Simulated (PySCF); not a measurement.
# How methods differ on the excitation energy of P²⁺

P²⁺ [Ne] 3s2 3p1 (2P) → P²⁺ [Ne] 3s1 3p1 3d1 (high-spin determinant), as a difference of total energies. Calculation: PySCF 2.14, in aug-cc-pV(Q+d)Z (7s6p5d3f2g, 89 functions); the non-relativistic Hamiltonian (point nucleus). Correlated levels: valence: [Ne] frozen. The calculations carry no spin-orbit coupling.

| method | excitation energy (eV) |
| --- | --- |
| UHF | 19.559 |
| LDA | 19.609 |
| PBE | 19.417 |
| PBE0 | 19.681 |
| r2SCAN | 19.193 |
| TPSS | 19.432 |
| LC-wPBE | 19.891 |
| PW91 | 19.427 |
| M06 | 20.004 |
| MP2 (valence) | 20.465 |
| SCS-MP2 (valence) | 20.944 |

Question: How much does correlation contribute at MP2 (valence)?

Answer: 20.465 − (19.559) = 0.906 eV, measured against UHF.

A first-order spin-orbit estimate (lowest level to lowest level, LS coupling) adds 0.010 eV.

The promoted electron is Rydberg-like, and one or two diffuse shells describe it only roughly, which tends to raise the upper state.

The determinant of the upper state mixes LS terms, which raises its energy above the lowest term, most at the Hartree-Fock and MP2 levels.
